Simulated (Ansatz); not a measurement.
PBE exchange is replaced step by step with exact exchange (0 % is PBE, 25 % PBE0; no dispersion term), basis def2-SVP, Ansatz. System: the cluster Ga₂S₃. Charge 0, multiplicity 1. Geometry: B3LYP-D4/def2-SVP, each spin state at its own.

The relaxed triplet has other bonds than the singlet, so its gap is one between isomers. The relaxed quintet has other bonds than the singlet, so its gap is one between isomers.

Geometry of the singlet:

```csv
atom,x (Å),y (Å),z (Å)
Ga1,-0.2924,-1.6267,0.2414
Ga2,-0.1451,1.6577,-0.1460
S3,1.1817,3.1175,-0.6028
S4,-1.6395,0.1157,0.3575
S5,0.8953,-3.2641,0.1500
```

The structure comes from a short search, and lower isomers may exist.

| exact exchange (%) | HOMO (eV) | LUMO (eV) | gap (eV) | triplet − singlet (kJ/mol) | quintet − singlet (kJ/mol) |
| --- | --- | --- | --- | --- | --- |
| 10 | -6.76 | -3.37 | 3.38 | 19.7 | 269.0 |
| 15 | -6.98 | -3.23 | 3.75 | 15.5 | 270.1 |
| 40 | -8.11 | -2.48 | 5.63 | -6.9 | 272.0 |
